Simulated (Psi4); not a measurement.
InP (SMILES [P]=[In]), triplet, geometry from GFN2-xTB (such geometries of metal compounds can be far from the true shape) (core potentials on In); SVWN/def2-TZVP (Psi4 1.11).

Psi4 was given this input:
```
memory 2 GB

molecule mol {
0 3
In   -0.000000   -0.000000   -0.613897
P     0.000000    0.000000    2.005398
}

set {
  basis def2-tzvp
  reference uks
}

energy('svwn')
print_variables()
```

Output, abridged:

```
   => Loading Basis Set <=

    Name: DEF2-TZVP
    Role: ORBITAL
    Keyword: BASIS

    !!!  WARNING: ECP capability is in beta. Please check occupations closely.  !!!

         ---------------------------------------------------------
                                   SCF
               by Justin Turney, Rob Parrish, Andy Simmonett
                          and Daniel G. A. Smith
                              UKS Reference
         ---------------------------------------------------------

  ==> Geometry <==

    Molecular point group: c2v
    Full point group: C_inf_v

    Geometry (in Angstrom), charge = 0, multiplicity = 3:

       Center              X                  Y                   Z               Mass
    ------------   -----------------  -----------------  -----------------  -----------------
         IN           0.000000000000     0.000000000000    -0.556147052440   114.903878776000
         P            0.000000000000     0.000000000000     2.063147947560    30.973761998420

  Running in c2v symmetry.

  Rotational constants: A = ************  B =      0.10071  C =      0.10071 [cm^-1]
  Rotational constants: A = ************  B =   3019.31522  C =   3019.31522 [MHz]
  Nuclear repulsion =   63.639575290698453

  Charge       = 0
  Multiplicity = 3
  Electrons    = 36
  Nalpha       = 19
  Nbeta        = 17

  ==> Algorithm <==

  SCF Algorithm Type is DF.
  DIIS enabled.
  MOM disabled.
  Fractional occupation disabled.
  Guess Type is SAD.
  Energy threshold   = 1.00e-06
  Density threshold  = 1.00e-06
  Integral threshold = 1.00e-12

  ==> Primary Basis <==

  Basis Set: DEF2-TZVP
    Blend: DEF2-TZVP
    Number of shells: 29
    Number of basis functions: 87
    Number of Cartesian functions: 101
    Spherical Harmonics?: true
    Max angular momentum: 3

  Core potential: DEF2-TZVP
    Number of shells: 4
    Number of ECP primitives: 18
    Number of ECP core electrons: 28
    Max angular momentum: 3

  ==> DFT Potential <==

   => LibXC <=

    Version 7.1.2
    S. Lehtola, C. Steigemann, M. J. T. Oliveira, and M. A. L. Marques,  SoftwareX 7, 1–5 (2018) (10.1016/j.softx.2017.11.002)

   => Composite Functional: SVWN <=

    Slater exchange
    Vosko, Wilk & Nusair (VWN5_RPA)
    P. A. M. Dirac,  Math. Proc. Cambridge Philos. Soc. 26, 376 (1930) (10.1017/S0305004100016108)
    F. Bloch,  Z. Phys. 57, 545 (1929) (10.1007/BF01340281)
    S. H. Vosko, L. Wilk, and M. Nusair,  Can. J. Phys. 58, 1200 (1980) (10.1139/p80-159)

    Deriv               =              1
    GGA                 =          FALSE
    Meta                =          FALSE

    Exchange Hybrid     =          FALSE
    MP2 Hybrid          =          FALSE

   => Exchange Functionals <=

    1.0000         XC_LDA_X

   => Correlation Functionals <=

    1.0000   XC_LDA_C_VWN_RPA

   => LibXC Density Thresholds  <==

    XC_LDA_C_VWN_RPA:  1.00E-15
    XC_LDA_X:  1.00E-15

   => Molecular Quadrature <=

    Radial Scheme          =       TREUTLER
    Pruning Scheme         =           NONE
    Nuclear Scheme         =       TREUTLER

    Blocking Scheme        =         OCTREE
    BS radius alpha        =              1
    Pruning alpha          =              1
    Radial Points          =             75
    Spherical Points       =            302
    Total Points           =          43326
    Total Blocks           =            422
    Max Points             =            256
    Max Functions          =             85
    Weights Tolerance      =       1.00E-15

   => Loading Basis Set <=

    Name: (DEF2-TZVP AUX)
    Role: JKFIT
    Keyword: DF_BASIS_SCF

  ==> Integral Setup <==

  SCF_SUBTYPE=INCORE selected. In-core MEM_DF algorithm will be used.
  Using in-core AOs.

  ==> MemDFJK: Density-Fitted J/K Matrices <==

    J tasked:                   Yes
    K tasked:                    No
    wK tasked:                   No
    Algorithm:                 Core
    Schwarz Cutoff:           1E-12
    Mask sparsity (%):       1.2683
    Fitting Condition:        1E-10

   => Auxiliary Basis Set <=

  Basis Set: (DEF2-TZVP AUX)
    Blend: DEF2-UNIVERSAL-JKFIT
    Number of shells: 84
    Number of basis functions: 346
    Number of Cartesian functions: 464
    Spherical Harmonics?: true
    Max angular momentum: 5

  Minimum eigenvalue in the overlap matrix is 2.8859651859E-03.
  Reciprocal condition number of the overlap matrix is 7.4795528850E-04.
    Using symmetric orthogonalization.

  ==> Pre-Iterations <==

  SCF Guess: Superposition of Atomic Densities via on-the-fly atomic UHF (no occupation information).

   -------------------------
    Irrep   Nso     Nmo
   -------------------------
     A1        37      37
     A2         8       8
     B1        21      21
     B2        21      21
   -------------------------
    Total      87      87
   -------------------------

  ==> Iterations <==

                           Total Energy        Delta E     RMS |[F,P]|

   @DF-UKS iter SAD:  -529.56370795330236   -5.29564e+02   0.00000e+00
    Occupation by irrep:
             A1    A2    B1    B2
    DOCC [     9,    1,    3,    4 ]
    SOCC [     1,    0,    1,    0 ]
    NA   [    10,    1,    4,    4 ]
    NB   [     9,    1,    3,    4 ]

   @DF-UKS iter   1:  -530.38788921304320   -8.24181e-01   1.41206e-02 DIIS/ADIIS
    Occupation by irrep:
             A1    A2    B1    B2
    DOCC [    10,    1,    3,    3 ]
    SOCC [     0,    0,    1,    1 ]
    NA   [    10,    1,    4,    4 ]
    NB   [    10,    1,    3,    3 ]

   @DF-UKS iter   2:  -530.16087754214516    2.27012e-01   2.02463e-02 DIIS/ADIIS
    Occupation by irrep:
             A1    A2    B1    B2
    DOCC [     9,    1,    3,    4 ]
    SOCC [     1,    0,    1,    0 ]
    NA   [    10,    1,    4,    4 ]
    NB   [     9,    1,    3,    4 ]

   @DF-UKS iter   3:  -530.51241468841079   -3.51537e-01   6.34673e-03 DIIS/ADIIS
    Occupation by irrep:
             A1    A2    B1    B2
    DOCC [    10,    1,    3,    3 ]
    SOCC [     0,    0,    1,    1 ]
    NA   [    10,    1,    4,    4 ]
    NB   [    10,    1,    3,    3 ]

   @DF-UKS iter   4:  -530.52264212333887   -1.02274e-02   5.19661e-03 DIIS/ADIIS
   @DF-UKS iter   5:  -530.58848577776973   -6.58437e-02   1.49817e-03 DIIS/ADIIS
   @DF-UKS iter   6:  -530.59033179529933   -1.84602e-03   8.86437e-04 DIIS/ADIIS
   @DF-UKS iter   7:  -530.59232825765298   -1.99646e-03   1.94176e-04 DIIS/ADIIS
   @DF-UKS iter   8:  -530.59237152845787   -4.32708e-05   3.21171e-05 DIIS
   @DF-UKS iter   9:  -530.59237389142265   -2.36296e-06   1.09391e-05 DIIS
   @DF-UKS iter  10:  -530.59237410219305   -2.10770e-07   5.75387e-07 DIIS
  Energy and wave function converged.

  ==> Post-Iterations <==

   Electrons on quadrature grid:
      Nalpha   =   18.9999999042 ; deviation = -9.579e-08
      Nbeta    =   17.0000010188 ; deviation = 1.019e-06
      Ntotal   =   36.0000009230 ; deviation = 9.230e-07

   @Spin Contamination Metric:   4.433244429E-03
   @S^2 Expected:                2.000000000E+00
   @S^2 Observed:                2.004433244E+00
   @S   Expected:                1.000000000E+00
   @S   Observed:                1.000000000E+00

    Orbital Energies [Eh]
    ---------------------

    Alpha Occupied:

[...]
      10A1    -0.201409

    Alpha Virtual:

[...]
    Beta Occupied:

[...]
    Beta Virtual:

[...]
      37A1   125.048556

    Final Occupation by Irrep:
             A1    A2    B1    B2
    DOCC [    10,    1,    3,    3 ]
    SOCC [     0,    0,    1,    1 ]
    NA   [    10,    1,    4,    4 ]
    NB   [    10,    1,    3,    3 ]

  @DF-UKS Final Energy:  -530.59237410219305

   => Energetics <=

    Nuclear Repulsion Energy =             63.6395752906984526
    One-Electron Energy =                -933.8521386823472312
    Two-Electron Energy =                 378.6062284391068715
    DFT Exchange-Correlation Energy =     -38.9860391496511411
    Empirical Dispersion Energy =           0.0000000000000000
    VV10 Nonlocal Energy =                  0.0000000000000000
    Total Energy =                       -530.5923741021930482

  UHF NO Occupations:
  HONO-2 :   10 A1 1.9983526
  HONO-1 :    4 B2 1.0000000
  HONO-0 :    4 B1 1.0000000
  LUNO+0 :   11 A1 0.0016474
  LUNO+1 :   12 A1 0.0005312
  LUNO+2 :   13 A1 0.0000333
  LUNO+3 :    5 B2 0.0000014

Computation Completed

Properties will be evaluated at   0.000000,   0.000000,   0.000000 [a0]

Properties computed using the SCF density matrix

 Multipole Moments:

 ------------------------------------------------------------------------------------
     Multipole            Electronic (a.u.)      Nuclear  (a.u.)        Total (a.u.)
 ------------------------------------------------------------------------------------

 L = 1.  Multiply by 2.5417464519 to convert [e a0] to [Debye]
 Dipole X            :          0.0000000            0.0000000            0.0000000
 Dipole Y            :          0.0000000            0.0000000            0.0000000
 Dipole Z            :        -37.1213360           36.4114908           -0.7098453
 Magnitude           :                                                    0.7098453

 ------------------------------------------------------------------------------------

  Variable Map:
  ----------------------------------------------------------------------------
[...]
  Array Variable Map:
  ----------------------------------------------------------------------------
[...]
[...]
```
